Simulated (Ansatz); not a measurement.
Relaxation of Cl$_{3}$FH$_{3}$HfN (9 atoms, charge 0, multiplicity 1), to a largest force component of 0.03 eV/Å in at most 50 steps.

Theory: RKS BHLYP-D4/def2-SVP (Ansatz 0.2.0).

```xyz
9
Properties=species:S:1:pos:R:3
Hf 0.321 -0.450 -0.522
N 0.016 -0.085 2.842
H -0.803 -0.217 3.422
H 0.626 0.546 3.348
Cl 2.171 0.069 -1.858
Cl -0.817 1.596 -0.263
Cl -1.136 -1.849 -1.700
F 1.094 -1.616 0.833
H 0.505 -0.991 2.777
```

Q: Where does it end, and by what steps?

A: The run converged. After 16 steps the energy has fallen by 1.115 eV; Cl7 moved furthest, 1.32 Å. Joined: Hf1–N2 (3.40 → 2.41 Å).

| step | energy less start (eV) | largest force component (eV/Å) | accepted |
| --- | --- | --- | --- |
| 0 | 0.0000 | 0.985 | yes |
| 1 | -0.1684 | 0.970 | yes |
| 2 | -0.4327 | 1.449 | yes |
| 3 | -0.6961 | 1.272 | yes |
| 4 | -0.8294 | 1.012 | yes |
| 5 | -0.8575 | 0.180 | yes |
| 6 | -0.8610 | 0.146 | yes |
| 7 | -0.8666 | 0.090 | yes |
| 8 | -0.8790 | 0.450 | yes |
| 9 | -0.8968 | 0.804 | yes |
| 10 | -0.9368 | 0.827 | yes |
| 11 | -1.0115 | 0.725 | yes |
| 12 | -1.0577 | 0.358 | yes |
| 13 | -1.1067 | 0.239 | yes |
| 14 | -1.1144 | 0.041 | yes |
| 15 | -1.1150 | 0.037 | yes |
| 16 | -1.1151 | 0.005 | yes |

```xyz
9
Properties=species:S:1:pos:R:3
Hf 0.602 -0.271 0.005
N -0.202 -0.439 2.271
H -1.156 -0.114 2.384
H 0.373 0.107 2.904
Cl 1.538 -0.161 -2.160
Cl 0.017 2.009 0.319
Cl -1.160 -1.815 -0.383
F 2.139 -0.915 0.937
H -0.175 -1.398 2.601
```

Whether the end is a true minimum wasn't checked by a vibrational analysis.

Time of the run: 45 s on 4 threads of Arm Neoverse V2, with other jobs on the host, peak memory 0.36 GiB.
